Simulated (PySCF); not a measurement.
## Exercise with solution: oscillator strength and radiative lifetime

GeHClBr₂, SMILES [Br][GeH]([Br])[Cl].

Coordinates come from a B3LYP-D3(BJ)/def2-SVP optimisation.

TDDFT-M06-2X/def2-SVPD (PySCF) puts the first singlet state with f over 0.02 at 5.96 eV (vertical), with the transition dipole (-0.352, -0.126, 0.000) in atomic units.

Find the oscillator strength, the wavelength and the radiative lifetime that this transition would have in vacuum if emission retraced absorption.


|μ|² = 0.1398 au, so |μ| = 0.95 D. ΔE = 5.96/27.211 = 0.2190 hartree. f = (2/3) ΔE |μ|² = 0.020 (the program prints 0.020).
λ = 1239.84/5.96 = 208 nm; ν = 48071 cm⁻¹.
Einstein's coefficient A = 0.6670 ν² f s⁻¹ (ν in cm⁻¹) = 3.1e7 s⁻¹, so τ = 1/A = 32 ns. This state is S3; the lower singlets have f = 0.009, 0.013. The figure is the radiative limit of this one transition; relaxation, internal conversion, crossing to triplets and a medium change what is measured.
